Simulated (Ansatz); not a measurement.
Reaction (ligand exchange at a Ga–S bond): `B[S][GaH][Cl]` + `C[SeH]` → `C[Se][GaH][Cl]` + `BS`

Gas-phase electronic energies from Ansatz, PBE0-D4/def2-TZVP geometries. CCSD(T)/CBS is the MP2 limit (def2-TZVPP, def2-QZVPP) plus CCSD(T) − MP2 in def2-TZVPP, frozen cores. This one scheme is used for every species. For Ga, Se outer-core shells are correlated without core-valence functions, which leaves a few kJ/mol of doubt a bond. Scalar relativity is left out up to krypton. One conformer a species, not always the lowest.

`B[S][GaH][Cl]`:

Cartesian coordinates in Å:
```
B 0.023 -0.730 1.443
S 0.094 0.973 0.922
Ga -0.020 0.641 -1.261
Cl 0.024 2.427 -2.438
H -0.060 -1.625 0.656
H 0.063 -0.937 2.617
H -0.125 -0.749 -1.939
```

`C[SeH]`:

Z-matrix (Å, degrees):
```
C
Se 1 1.949
H 1 1.088 2 110.6
H 1 1.087 2 110.6 3 -123.3
H 1 1.089 2 106.0 3 118.4
H 2 1.468 1 95.4 3 61.7
```

`C[Se][GaH][Cl]`:

```xyz
8

C     0.839    0.679   -0.952
Se   -0.668   -0.548   -1.206
Ga   -1.198   -0.965    0.993
Cl    0.042    0.020    2.451
H     1.591    0.225   -0.313
H     1.249    0.856   -1.945
H     0.491    1.613   -0.520
H    -2.347   -1.881    1.492
```

`BS`:

```xyz
5

B     0.034    0.513   -0.267
S     0.457   -0.654    0.987
H     0.582    1.569   -0.199
H    -0.751    0.249   -1.122
H    -0.323   -1.678    0.601
```

```tsv
species	CCSD(T)/CBS(def2) energy (Eh)
`B[S][GaH][Cl]`	-2808.18728
`C[SeH]`	-2441.15625
`C[Se][GaH][Cl]`	-4824.97287
`BS`	-424.38198
```

(1) Work out ΔE.

Largest T1 diagnostic among the species: 0.015.

Results:

(1) ΔE = (-4824.97287) + (-424.38198) − (-2808.18728) − (-2441.15625) = -0.01132 Eh = -29.7 kJ/mol.

In def2-TZVPP, CCSD(T) changes the Hartree–Fock value by −3.2 kJ/mol (the triples alone add −0.6 kJ/mol) and MP2 by −3.4 kJ/mol. Leaving LDA and LC-ωPBE aside and taking each functional with its dispersion term where it has one, the values, not all of them listed here, spread over 6.7 kJ/mol, from BLYP-D4 to B97M-V.
